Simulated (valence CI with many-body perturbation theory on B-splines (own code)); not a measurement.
## Xe XLVII: E2, E3, M2 decay

Method: configuration interaction combined with many-body perturbation theory (CI+MBPT): six valence electrons over a frozen Dirac-Fock core [He], a basis of 9 s, 9 p, 8 d, 6 f, 3 g, 1 h functions for each j, with the one-electron correlation potential Σ1 (screened to all orders), the two-electron term Σ2, the three-electron term Σ3, Breit, model QED; selected single and double excitations, second order for the rest, scaled by the run's own slope (own B-spline code, finite nucleus).

The last digits are not significant, and no measured levels were compared; by estimate large intervals hold to a few tenths of a per cent, small ones and those within an open d or f shell to about a per cent. Among the levels kept, up to 2500 cm⁻¹ of a level comes from second order outside the variational space, and about a tenth of that is noise between levels of different J, which matters for small intervals.

Lines 51 to 59 of 59 in falling wavelength, among levels below 41066 × 10³ cm⁻¹, chosen from the decays that carry over 1 % of a level's rate. Wavelengths and rates use the calculated energies. Electric multipoles are in the length gauge with retardation, E1 and E2 with the static RPA response of the core. Weak lines are less certain than strong ones. Lines between different terms over intervals too small for the method are left out, as are lines whose strength nearly cancels. The highest levels of a list are the least certain.

Levels are named by their leading jj configuration (3d3/2^4 stands for four electrons in 3d with j = 3/2), which in mixed levels can hold well under half, so a name can repeat and another be missing. Letters in brackets count levels of one name in rising energy.

```json
{"λ vac (Å)": "2.497", "Upper": "(2s^2 2p1/2 2p3/2^2 3p3/2) J=3 [b]", "Lower": "(2s^2 2p1/2^2 2p3/2^2) J=2", "Type": "E2", "A (s⁻¹)": "1.03e+11", "Branch %": "17.5"}
{"λ vac (Å)": "2.496", "Upper": "(2s^2 2p1/2 2p3/2^2 3p3/2) J=4", "Lower": "(2s^2 2p1/2^2 2p3/2^2) J=2", "Type": "E2", "A (s⁻¹)": "1.66e+11", "Branch %": "49.1"}
{"λ vac (Å)": "2.495", "Upper": "(2s^2 2p1/2 2p3/2^2 3p3/2) J=2 [c]", "Lower": "(2s^2 2p1/2^2 2p3/2^2) J=0", "Type": "E2", "A (s⁻¹)": "1.25e+11", "Branch %": "2.0"}
{"λ vac (Å)": "2.488", "Upper": "(2s^2 2p1/2 2p3/2^2 3p3/2) J=1 [b]", "Lower": "(2s^2 2p1/2^2 2p3/2^2) J=2", "Type": "E2", "A (s⁻¹)": "4.09e+10", "Branch %": "1.7"}
{"λ vac (Å)": "2.482", "Upper": "(2s^2 2p1/2 2p3/2^2 3p3/2) J=2 [b]", "Lower": "(2s^2 2p1/2^2 2p3/2^2) J=2", "Type": "E2", "A (s⁻¹)": "7.20e+10", "Branch %": "1.3"}
{"λ vac (Å)": "2.452", "Upper": "(2s^2 2p1/2 2p3/2^2 3d5/2) J=4 [a]", "Lower": "(2s^2 2p1/2^2 2p3/2^2) J=2", "Type": "M2", "A (s⁻¹)": "8.46e+08", "Branch %": "2.2"}
{"λ vac (Å)": "2.442", "Upper": "(2s^2 2p1/2 2p3/2^2 3d5/2) J=4 [b]", "Lower": "(2s^2 2p1/2^2 2p3/2^2) J=2", "Type": "M2", "A (s⁻¹)": "5.29e+08", "Branch %": "1.6"}
{"λ vac (Å)": "2.442", "Upper": "(2s^2 2p1/2 2p3/2^2 3d5/2) J=4 [b]", "Lower": "(2s^2 2p1/2^2 2p3/2^2) J=2", "Type": "E3", "A (s⁻¹)": "3.48e+08", "Branch %": "1.0"}
{"λ vac (Å)": "2.441", "Upper": "(2s^2 2p1/2 2p3/2^2 3d5/2) J=5", "Lower": "(2s^2 2p1/2^2 2p3/2^2) J=2", "Type": "E3", "A (s⁻¹)": "5.63e+08", "Branch %": "2.2"}
```
